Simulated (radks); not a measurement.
Tm IV, configuration [Xe] 4f12 (the NIST ground configuration). All-electron calculation, scalar-relativistic Kohn-Sham, LDA (Slater exchange, Perdew-Wang correlation), spin-polarised, spherical densities, finite nucleus; open shells are filled with parallel spins first (spin-orbit coupling, left out, can overturn this in heavy ions); Fermi nuclear charge, rms radius 5.2256 fm. Program: a radial shooting solver on a logarithmic mesh with Libxc functionals.

Local quantities along the radius. ELF = 1/(1 + alpha^2) is the electron localisation function; alpha = (tau - tau_W)/tau_unif compares the Pauli kinetic energy density with that of the uniform gas (summed over spins). tau is taken from the large components.

```
   r/bohr * ELF (the largest magnitude, 0.999, reaches the edge; | marks zero)
 0.002014 |                                                      *
 0.002687 |                                                      *
 0.003612 |                                                      *
 0.004817 |                                                      *
 0.006425 |                                                      *
 0.008639 |                                                     *
  0.01152 |                                                    *
  0.01537 |                                              *
  0.02066 |                              *
  0.02756 |                  *
  0.03675 |                      *
  0.04941 |                                    *
  0.06591 |                                       *
   0.0879 |                          *
   0.1182 |                   *
   0.1576 |                                  *
   0.2102 |                                      *
   0.2827 |                *
    0.377 |                      *
   0.5028 |                                      *
   0.6707 |                              *
   0.9017 |                  *
    1.203 |                           *
    1.604 |                                *
    2.157 |                 *
    2.876 | *
    3.836 *
    5.158 *
```

On this mesh the ELF has minima near r = 0.028, 0.12, 0.33, 0.90 bohr, which separate the shells, and maxima near 0.057 (0.74), 0.18 (0.73), 0.50 (0.71), 1.6 (0.60).
